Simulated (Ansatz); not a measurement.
A nudged elastic band was laid between two geometries of CH6N2OSi (11 atoms, charge 0, multiplicity 1).

Computed with Ansatz 0.2.0, RKS PBE-D4/def2-SVP.

```yaml
movable_images: 5
climbing_image: yes
spring: 5.0 eV/Å²
optimiser: quadratic models (default)
start_path: through a guess of the saddle point
force_threshold: 0.03 eV/Å
iteration_limit: 60
end_points: relaxed
```

Image 0:

```xyz
11
Properties=species:S:1:pos:R:3
N 0.653 1.227 0.694
C 0.405 -0.069 0.138
O 1.516 -0.923 0.243
N -0.858 -0.708 0.495
Si -0.964 -0.129 -1.183
H 1.360 1.714 0.130
H 1.084 1.100 1.625
H 1.144 -1.827 0.277
H -1.364 -0.313 1.297
H -1.775 1.093 -1.499
H -1.135 -1.223 -2.194
```

Image 6:

```xyz
11
Properties=species:S:1:pos:R:3
N 0.823 1.063 0.904
C 0.490 -0.134 0.214
O 1.598 -0.971 0.241
N -0.784 -0.709 0.485
Si -0.908 -0.137 -1.195
H 1.784 1.358 0.700
H 0.180 1.831 0.685
H 1.241 -1.872 0.129
H -1.256 -0.483 1.371
H -1.657 1.167 -1.360
H -1.446 -1.170 -2.153
```

**Question.** Which bonds break or form, and what moves?

**Answer.** No bond is made or broken. The height of N1 over the plane of its neighbours goes from -0.41 to 0.35 Å.

**Question.** What energy profile does the band end with?

**Answer.** The forces met the threshold. The highest image is number 3 of 0 to 6, 0.150 eV above the first end and 0.144 eV above the last; the last end lies 0.006 eV above the first. A vibrational analysis at the climbing image gives one clearly imaginary mode, 395i cm⁻¹: a first-order saddle point.

```
image  path coordinate (Å)  energy (eV)  height of N1 over the plane of its neighbours (Å)
    0                 0.00        0.000                                              -0.41
    1                 0.61        0.036                                              -0.40
    2                 1.22        0.102                                              -0.35
    3                 1.83        0.150                                              -0.11
    4                 2.13        0.077                                               0.18
    5                 2.43        0.018                                               0.32
    6                 2.73        0.006                                               0.35
```

**Question.** What is the geometry of the highest image?

**Answer.** 
```xyz
11
Properties=species:S:1:pos:R:3:forces:R:3
N 0.845 1.162 0.672 0.00 0.00 0.00
C 0.493 -0.092 0.167 0.00 0.00 0.00
O 1.620 -0.911 0.205 0.00 0.00 0.00
N -0.775 -0.621 0.515 0.00 0.00 0.00
Si -0.965 -0.234 -1.207 0.00 0.00 0.00
H 1.831 1.390 0.775 0.00 0.00 0.00
H 0.164 1.695 1.205 0.00 0.00 0.00
H 1.368 -1.743 -0.238 0.00 0.00 0.00
H -1.221 -0.400 1.417 0.00 0.00 0.00
H -1.702 1.055 -1.486 0.00 0.00 0.00
H -1.594 -1.358 -2.003 0.00 0.00 0.00
```

**Question.** What are the harmonic wavenumbers there?

**Answer.** 395i, 194, 216, 282, 324, 334, 435, 494, 506, 548, 645, 704, 753, 903, 937, 981, 1100, 1156, 1300, 1389, 1533, 2094, 2120, 3382, 3538, 3677, 3707 cm⁻¹.

Run time: 3.2 min on 2 threads of Arm Neoverse V1 (shared host), peak memory 0.14 GiB.
